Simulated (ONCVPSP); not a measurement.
## Rh, ONCV: configuration errors across variants

Rh, optimised norm-conserving Vanderbilt (ONCV), made with ONCVPSP 4.0.1 (LDA (Perdew-Wang 92), scalar-relativistic). Core [Ar] 3d10 4s2, reference 4p6 4d8 5s1. Waves: 5s: rc 2.55 bohr, ncon 4, nbas 8, qcut 2.2 1/bohr, 2 projectors, debl 1.8 Ha; 4p: rc 1.05 bohr, ncon 5, nbas 8, qcut 8.2 1/bohr, 3 projectors, debl 1.7 Ha; 4d: rc 1.60 bohr, ncon 4, nbas 9, qcut 11.9 1/bohr, 2 projectors, debl 2.8 Ha. Local part: polynomial inside 1.00 bohr (lpopt 5, dvloc0 2 Ha). Core correction: none.

In the p channel the program set the typed energies aside and used -1.857, 0.250, 1.950 Ha.

All-electron excitation energies from the reference (eV): (1) 4p6 4d8 5s0 7.784; (2) 4p6 4d7 5s0 27.552; (3) 4p6 4d6 5s0 60.290; (4) 4p6 4d7 5s1 5p1 6.626.

1 further variants failed, have other tests or another functional or relativity, and are left out.

A true bound ghost makes a file unfit for plane-wave use even where its test errors are small: the radial tests pick states by their node count and pass the ghost by.

Errors AE − PS in meV (a dash: test not solved or not reliable):

| change | (1) | (2) | (3) | (4) | bound ghosts | GHOST(+) flags above zero |
| --- | --- | --- | --- | --- | --- | --- |
| base | -8.5 | +2.6 | +16 | -0.8 | s, p | s, p |
| s: qcut 2.1 | -8.0 | +0.8 | +10 | -0.2 | s, p | s, p |
| s: rc 2.3 | -9.6 | +9.5 | +34 | -2.7 | s, p | p |
| d: qcut 16.7 | -26 | -2.9 | -57 | -27 | s, p, d | s, p |
| local potential polynomial inside 0.85 bohr (lpopt 3, dvloc0 0 Ha) | -8.5 | +2.6 | +16 | -0.8 | s, p | s, p |

(1) Give the same row for: p: rc 1.4.

Answers

(1) -8.5, +2.6, +16, -0.7; bound ghosts: s; GHOST(+) flags above zero: s.
